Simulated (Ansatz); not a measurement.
`FC(F)[SiH3]` → `FCF` + `[SiH2]` at 700 K and 1 bar (silylene formation by 1,1-elimination).

Gas-phase electronic energies from Ansatz, PBE0-D4/def2-TZVP geometries. CCSD(T)/CBS adds triple-zeta CCSD(T) − MP2 to the extrapolated MP2 energy (def2 sets, frozen cores). This one scheme is used for every species.

| species | CCSD(T)/CBS energy (Eh) | H − E (kJ/mol) | S (J/(mol·K)) |
| --- | --- | --- | --- |
| `FC(F)[SiH3]` | -529.09339 | 183.9 | 398.7 |
| `FCF` | -238.82660 | 120.2 | 293.9 |
| `[SiH2]` | -290.19011 | 56.3 | 240.4 |

H − E and S are ideal-gas, rigid-rotor, harmonic terms from PBE0-D4/def2-TZVP. 1 Eh = 2625.50 kJ/mol, R = 8.31446 J/(mol·K).

**Question.** By hand: ΔE, ΔH, ΔS and ΔG.

**Answer.** ΔE = (-238.82660) + (-290.19011) − (-529.09339) = 0.07668 Eh = 201.3 kJ/mol. Δ(H − E) = 120.2 + 56.3 − 183.9 = -7.4, so ΔH = 193.9 kJ/mol. ΔS = 293.9 + 240.4 − 398.7 = 135.6 J/(mol·K). ΔG = 193.9 − 700 × (135.6)/1000 = 99.0 kJ/mol.

**Question.** By hand: the equilibrium constant, and the temperature at which ΔG would vanish if ΔH and ΔS stayed fixed.

**Answer.** log₁₀ K = −ΔG/(RT ln 10) = -7.4. ΔG = 0 at ΔH/ΔS = 1430 K.

The number of gas molecules changes by +1, which sets the sign of ΔS. A doubt of 5 kJ/mol in ΔE shifts log₁₀ K by 0.4 here. These are equilibria of isolated gas molecules and say nothing of rates. Largest T1 diagnostic: 0.014 (customary marks: 0.02 for closed shells, 0.045 for open ones).
